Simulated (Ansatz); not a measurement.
Wavefunction ladder for CH₅AlF₃N (`C[NH2+][Al-]([F])([F])[F]`)

Cartesian coordinates in Å:
```
C 0.532 1.197 0.444
N -0.211 -0.060 0.672
Al -0.377 -1.166 -0.965
F -1.193 -0.119 -1.960
F -1.230 -2.465 -0.391
F 1.222 -1.423 -1.324
H 0.612 1.790 1.356
H 0.015 1.770 -0.324
H 1.527 0.948 0.079
H 0.246 -0.613 1.392
H -1.144 0.142 1.022
```

Charge 0, multiplicity 1. Geometry: relaxed with PBE0-D4/def2-TZVP. It is one conformer, not always the lowest. Frozen core, restricted reference, Ansatz. CBS rows extrapolate triple and quadruple zeta; past MP2 they add the triple-zeta difference.

```csv
basis,HF (Eh),MP2 corr.,CCSD corr.,(T),CCSD(T) total
def2-SVP,-635.36117,-0.94326,-0.97780,-0.01645,-636.35542
def2-TZVPP,-635.94333,-1.23092,-1.25391,-0.03729,-637.23453
def2-QZVPP,-635.97095,-1.33891,–,–,–
CBS(def2),-635.97476,-1.41890,-1.44190,as TZ,-637.45395
```
